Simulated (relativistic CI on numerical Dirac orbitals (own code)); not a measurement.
# Radial parameters of I14+

Computed by Dirac-Coulomb-Breit CI, orbitals from a KLI potential per configuration, model QED, unscaled Slater integrals (own radial code, finite nucleus).

Slater integrals F^k, G^k are unscaled and averaged over j, outside the closed core [Ar] 3d10; ζ comes from projecting the Hamiltonian with its Breit term on Σ l·s of the shell.

- 4s2 4p6 4d3: F^2(4d,4d) = 129830, F^4(4d,4d) = 87814, ζ(4d) = 7356.7 cm⁻¹; <r>(4d) = 0.7834, <r^2>(4d) = 0.7013 (bohr units).
- 4s2 4p5 4d4: ζ(4p) = 68629, F^2(4d,4d) = 129910, F^4(4d,4d) = 87861, F^2(4p,4d) = 134650, G^1(4p,4d) = 170550, G^3(4p,4d) = 107720, ζ(4d) = 7342.5 cm⁻¹; <r>(4p) = 0.7335, <r^2>(4p) = 0.6079, <r>(4d) = 0.7828, <r^2>(4d) = 0.7003 (bohr units).
- 4s2 4p6 4d2 4f: F^2(4d,4d) = 129870, F^4(4d,4d) = 87830, ζ(4d) = 7393.4, F^2(4d,4f) = 123650, F^4(4d,4f) = 81125, G^1(4d,4f) = 143980, G^3(4d,4f) = 93689, G^5(4d,4f) = 67266, ζ(4f) = 489.14 cm⁻¹; <r>(4d) = 0.783, <r^2>(4d) = 0.7008, <r>(4f) = 0.843, <r^2>(4f) = 0.819 (bohr units).

Problem. Give the Racah parameters of the d shell in 4s2 4p6 4d3.

Solution. B = F²/49 − 5F⁴/441 = 1654 cm⁻¹ and C = 35F⁴/441 = 6969 cm⁻¹.

Averages of the first 10 configurations, taken without configuration mixing, which lowers the lowest level and can move excited configurations by several eV; other configurations of the list can lie among them:

```
   Configuration  Parity  States  Average energy above the lowest level (eV)
     4s2 4p6 4d3    even     120                                         7.3
     4s2 4p5 4d4     odd    1260                                        95.9
  4s2 4p6 4d2 4f     odd     630                                       102.8
      4s 4p6 4d4    even     420                                       159.7
  4s2 4p6 4d2 5s    even      90                                       107.2
  4s2 4p6 4d2 5p     odd     270                                       129.2
   4s 4p6 4d3 4f     odd    3360                                       254.2
4s2 4p6 4d 4f 5s     odd     280                                       203.7
  4s2 4p6 4d2 5d    even     450                                       162.8
4s2 4p6 4d 5s 5p     odd     120                                       232.7
```
